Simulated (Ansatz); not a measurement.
Input for Ansatz (a program for electronic structure): R-PBE0/def2-TZVPPD on HI (SMILES I) with ghost functions, monomers drawn apart or pushed together. Elements past Kr take the def2 small-core potentials; no spin–orbit coupling. Files ending in .json are basis or fitting sets from the Basis Set Exchange.

Ansatz 0.2 input:
```yaml
crystal:
  periodic: [false, false, false]
  atoms:
    - {symbol: I, position_ang: [-0.54800288, 1.27885211, -0.48810470]}
    - {symbol: H, position_ang: [-0.81436029, -0.01915501, 0.43963663]}
basis:
  gaussian:
    orbitals: def2-TZVPPD.json
    ghost_atoms:
      - {symbol: C, position_ang: [0.09783146, 0.45525284, 5.39963498]}
      - {symbol: Si, position_ang: [0.47570771, -1.30519868, 4.88310406]}
      - {symbol: H, position_ang: [-0.89433642, 0.52481041, 5.84911092]}
      - {symbol: H, position_ang: [0.12951595, 1.12618598, 4.53973533]}
      - {symbol: H, position_ang: [0.82682187, 0.80710960, 6.13195689]}
      - {symbol: H, position_ang: [0.42794502, -2.22608275, 6.04429186]}
      - {symbol: H, position_ang: [1.81452122, -1.40039079, 4.25408151]}
      - {symbol: H, position_ang: [-0.52410125, -1.77883157, 3.88846164]}
hamiltonian:
  xc: {name: PBE0}
scf: {lower_state_search: off}
```

Question: Give the final energy of this run.

Answer: -298.3185 hartree.
